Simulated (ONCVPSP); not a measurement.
## u(r) = r·R(r): atom against pseudo-atom (O)

Columns: radius, all-electron u(r) and pseudo u(r) of the 2s shell (level -24.07 eV) of oxygen in the configuration [He] 2s1.75 2p4.25; PW91, non-relativistic, ONCV scheme, ONCVPSP 4.0.1.

```
r (bohr)  all-electron  pseudo
   0.055       -0.3499  0.0483
   0.110       -0.4196  0.0984
   0.165       -0.3389  0.1540
   0.220       -0.1853  0.2186
   0.275       -0.0044  0.2923
   0.330        0.1779  0.3729
   0.385        0.3474  0.4587
   0.440        0.4971  0.5493
   0.495        0.6243  0.6428
   0.550        0.7283  0.7327
   0.605        0.8104  0.8110
   0.660        0.8723  0.8723
   0.715        0.9161  0.9161
   0.770        0.9442  0.9442
   0.825        0.9588  0.9588
   0.880        0.9623  0.9623
   0.935        0.9565  0.9565
   0.990        0.9432  0.9432
   1.045        0.9240  0.9240
   1.100        0.9000  0.9000
   1.155        0.8725  0.8725
   1.210        0.8424  0.8424
   1.265        0.8105  0.8105
   1.320        0.7774  0.7774
   1.375        0.7436  0.7436
   1.430        0.7096  0.7096
```

Task: How many radial nodes do the two functions have?

Result: The all-electron 2s function has n − l − 1 = 1; the pseudo-wave has 0, since the states of the same l below it are removed with the core.

Task: At about which radius was the pseudo-wave matched?

Result: 0.70 bohr, where the columns begin to agree (steps of 0.06 bohr).

Task: Where does each function peak?

Result: Outermost all-electron maximum near 0.88 bohr, pseudo maximum near 0.88 bohr (to the table’s step).

Task: Is the pseudo-wave norm-conserving?

Result: Yes: the ONCV scheme keeps the norm inside the radius equal to the all-electron one, which fixes the energy derivative of the logarithmic derivative at the level.
